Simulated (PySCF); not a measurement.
# Polarisability and C₆ of Co (cobalt, neutral)

[Ar] 3d7 4s2, high-spin 4F determinant. All numbers are calculated (PySCF 2.14, scalar relativity by spin-free X2C-1e, in aug-cc-pwCVTZ-DK). Coupled (time-dependent) response in atomic units; α is the mean over directions.

```
method  mean α (bohr³)  C₆ (like pair)  S(−4)
  PBE0           55.94           475.6   1678
```

S(−4) is the Cauchy moment in α(ω) = α(0) + S(−4) ω² + …

Reference α: 55 ± 4 bohr³ (recommended; Schwerdtfeger and Nagle, table of static dipole polarizabilities (2023 update)). Published C₆: 408.0 (Chu and Dalgarno (2004); Tang, Norbeck and Certain (1976)).

α(iu) at PBE0:

| u (hartree) | α(iu) (bohr³) |
| --- | --- |
| 0 | 55.94 |
| 0.0500 | 52.10 |
| 0.100 | 43.53 |
| 0.200 | 27.31 |
| 0.300 | 17.70 |
| 0.500 | 9.258 |
| 0.750 | 5.439 |
| 1.00 | 3.758 |
| 1.50 | 2.240 |
| 2.00 | 1.540 |
| 3.00 | 0.8876 |
| 5.00 | 0.4214 |
